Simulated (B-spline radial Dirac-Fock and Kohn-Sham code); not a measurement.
# Two-hole binding energies of Cl⁴⁺

System: chlorine as Cl⁴⁺, [Ne] 3s2 3p1.

Model: relaxed Dirac-Fock hole states (ΔSCF) with Breit and QED corrections and a finite nucleus. Program: a radial finite-basis atomic code. U is the two-hole binding energy less the two single-hole energies, the effective repulsion of the holes after relaxation. Each two-hole energy is an average over J within one jj subconfiguration.

```tsv
holes	E(a) (eV)	E(b) (eV)	E(ab) (eV)	U (eV)
1s⁻²	2904.1	2904.1	?	?
1s⁻¹ 2p1/2⁻¹	2904.1	278.5	3249.5	66.8
1s⁻¹ 2p3/2⁻¹	2904.1	276.9	3247.4	66.3
2s⁻²	349.4	349.4	747.0	48.1
2s⁻¹ 2p1/2⁻¹	349.4	278.5	671.9	43.9
2s⁻¹ 2p3/2⁻¹	349.4	276.9	670.1	43.8
2p1/2⁻²	278.5	278.5	610.1	53.0
2p1/2⁻¹ 2p3/2⁻¹	278.5	276.9	605.2	49.7
2p3/2⁻²	276.9	276.9	604.4	50.6
2p1/2⁻¹ 3s⁻¹	278.5	79.59	380.3	22.2
2p3/2⁻¹ 3s⁻¹	276.9	79.59	378.6	22.1
```

Q: Give the missing two-hole energy and U.

A: E(ab) = 6048.1 eV and U = 239.9 eV.

Values without a named source are computed, but for edge energies of neutral atoms, which are taken from tables.
